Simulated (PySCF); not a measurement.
# Electron correlation in K⁺ (potassium, charge +1)

Starting occupation: [Ar]. Computed with PySCF 2.14 in an even-tempered Gaussian basis (23 s from 0.003 bohr⁻², ratio 2.6; 17 p from 0.004 bohr⁻², ratio 2.6; 9 d from 0.0041 bohr⁻², ratio 2.8; 3 f from 1.8 bohr⁻², ratio 2.8), with X2C-1e with screened-nucleus spin-orbit coupling, Gaussian nucleus. Frozen: [Ne]; 8 electrons correlated; the 66 highest virtual spinors left out.

MP2 pair energies summed by pair of shells (mhartree):

```
       pair  energy  share (%)
3p3/2-3p3/2  -72.49       33.5
3p1/2-3p3/2  -71.38       33.0
3p3/2-3s1/2  -29.67       13.7
3p1/2-3p1/2  -18.47        8.5
3p1/2-3s1/2  -14.90        6.9
3s1/2-3s1/2   -9.33        4.3
```

Total MP2 correlation energy: -216.24 mhartree.

The virtual space was cut to 66 spinors, which keep -211.80 of the -216.24 mhartree of MP2 correlation.

```json
{"level": "CCSD", "correlation energy (mhartree)": "-229.56"}
{"level": "(T)", "correlation energy (mhartree)": "-5.52"}
{"level": "CCSD(T)", "correlation energy (mhartree)": "-235.08"}
```

Diagnostics: T1 = 0.0026, largest double amplitude 0.054.

Cost of the coupled-cluster step: 16 s of wall time on 1 thread of AMD EPYC 9R45 96-Core Processor (shared host), for 8 occupied and 66 virtual spinors.

Iterations:

```
Init t2, MP2 energy = -0.211803988476717
CCSD nocc = 8, nmo = 74
Init t2, MP2 energy = -0.211803988476717
Init E_corr(GCCSD) = -0.211803988476717
cycle = 1  E_corr(GCCSD) = -0.226440437931208  dE = -0.0146364495  norm(t1,t2) = 0.0246288
cycle = 2  E_corr(GCCSD) = -0.228909151178286  dE = -0.00246871325  norm(t1,t2) = 0.00592554
cycle = 3  E_corr(GCCSD) = -0.229592201310387  dE = -0.000683050132  norm(t1,t2) = 0.00189108
cycle = 4  E_corr(GCCSD) = -0.229564498023697  dE = 2.77032867e-05  norm(t1,t2) = 0.00017369
cycle = 5  E_corr(GCCSD) = -0.229561944063755  dE = 2.55395994e-06  norm(t1,t2) = 1.99905e-05
cycle = 6  E_corr(GCCSD) = -0.229562260433306  dE = -3.16369551e-07  norm(t1,t2) = 4.33183e-06
cycle = 7  E_corr(GCCSD) = -0.229562288645466  dE = -2.82121594e-08  norm(t1,t2) = 9.53093e-07
cycle = 8  E_corr(GCCSD) = -0.229562279796996  dE = 8.84846957e-09  norm(t1,t2) = 2.11264e-07
GCCSD converged
E(GCCSD) = -601.5415374650789  E_corr = -0.2295622797969963
```
